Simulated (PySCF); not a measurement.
A structure optimised at PBE0-D3(BJ)/def2-SVP, used in a PySCF frequency run:

```xyz
11

Hf     0.0000     0.0000    -0.1135
Cl    -2.0375     0.0000     1.0682
Cl     2.0375     0.0000     1.0682
C      0.0000    -1.7052    -1.4790
H     -0.8933    -1.6846    -2.1297
H      0.8933    -1.6846    -2.1297
H      0.0000    -2.6703    -0.9413
C      0.0000     1.7052    -1.4790
H      0.0000     2.6703    -0.9413
H      0.8933     1.6846    -2.1297
H     -0.8933     1.6846    -2.1297
```

### Question
Write its SMILES, formula and point group.

### Answer
[CH3][Hf]([CH3])([Cl])[Cl], C2H6Cl2Hf, C2v

### Question
What are its rotational constants (standard atomic weights)?

### Answer
2.0121, 1.2853, 1.1155 GHz
